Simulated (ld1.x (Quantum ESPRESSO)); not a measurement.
Results of a calculation; reference values are marked as such.
Potentials for chlorine (Cl) compared

Generated with ld1.x 7.5 (TM, RRKJ, ultrasoft, PAW), atompaw 4.2 or ONCVPSP 4.0.1. The cutoff is in Ry: for ld1.x and atompaw files where the sum of valence levels is converged to 10 mRy in a Bessel basis, for ONCV files where the hardest occupied wave has 1 mHa per electron of residual kinetic energy. The error is the largest all-electron minus pseudo excitation energy over each file’s own four to seven test configurations (ionisations up to +4, promotions, holes and added fractions of an electron), all of which were solved. The labels leave out finer settings (local radius, basis sizes, second energies), which also bear on the numbers. Spin-polarised tests are not counted. The rows are a selection from randomly drawn settings: files with unsolved tests, undetermined cutoffs or missed reference levels are left out.

| potential | cutoff (Ry) | largest error (meV) | bound ghosts |
| --- | --- | --- | --- |
| RRKJ, LDA (PZ), non-relativistic, rc 1.15/1.50/1.40 (spd), local smoothed, core correction yes, reference 3s1 3p6 | 45 | +331 | none |
| TM, PBE, scalar-relativistic, rc 1.15/1.15/1.25 (spd), local s, core correction yes, reference 3s2 3p5 | 70 | +147 | none |
| TM semilocal, PBE, non-relativistic, rc 1.35/0.95 (sp), local p, core correction yes, reference 3s2 3p4 | 140 | +139 | none |
| ultrasoft, PBE, scalar-relativistic, rc 1.25/1.30/1.35 (spd), local smoothed, core correction yes, reference 3s2 3p5 | 25 | +116 | none |
| TM, LDA (PZ), scalar-relativistic, rc 1.35/1.35 (sp), local smoothed, core correction yes, reference 3s2 3p5 | 50 | +266 | none |

**Question.** Fill in the row for Cl: ultrasoft, PBE, scalar-relativistic, rc 1.45/1.35 (sp), local smoothed, core correction yes, reference 3s2 3p5.

**Answer.** cutoff 21 Ry, largest error -15 meV, bound ghosts: none.

**Question.** Fill in the row for Cl: ultrasoft, LDA (PZ), non-relativistic, rc 1.35/1.60/1.20 (spd), local smoothed, core correction no, reference 3s1.75 3p5.25.

**Answer.** cutoff 25 Ry, largest error +267 meV, bound ghosts: none.

**Question.** Fill in the row for Cl: TM, PBE, scalar-relativistic, rc 1.05/1.30/1.25 (spd), local s, core correction yes, reference 3s2 3p4.

**Answer.** cutoff 70 Ry, largest error +59 meV, bound ghosts: none.
